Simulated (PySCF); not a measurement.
## B (boron, neutral) across methods

[He] 2s2 2p1, 2P determinant. All numbers are calculated (PySCF 2.14, no relativity, point nucleus, in aug-cc-pVQZ (6s5p4d3f2g, 80 functions)).

```tsv
method	E (hartree)	mean ε 2s α (eV)	mean ε 2s β (eV)	mean ε 2p α (eV)	Σ⟨r²⟩ (bohr²)	⟨S²⟩
PBE0	-24.6192	-11.111	-9.829	-5.374	15.81	0.754
CAM-B3LYP	-24.6416	-12.549	-11.196	-6.759	15.83	0.754
B3LYP	-24.6649	-10.765	-9.607	-5.164	15.83	0.754
PBE	-24.6112	-9.660	-8.698	-4.172	16.01	0.753
wB97X-V	-24.6547	-13.699	-12.311	-7.667	15.85	0.753
r2SCAN	-24.6379	-9.953	-8.770	-4.586	15.76	0.758
UHF	-24.53298	-14.838	-12.143	-8.674	15.78	0.761
LDA	-24.3552	-9.682	-8.670	-4.111	16.17	0.752
```

(1) Estimate the same row for M06.

Answers

(1) E (hartree) = -24.6425; mean ε 2s α (eV) = -10.831; mean ε 2s β (eV) = -9.698; mean ε 2p α (eV) = -5.137; Σ⟨r²⟩ (bohr²) = 15.71; ⟨S²⟩ = 0.752.
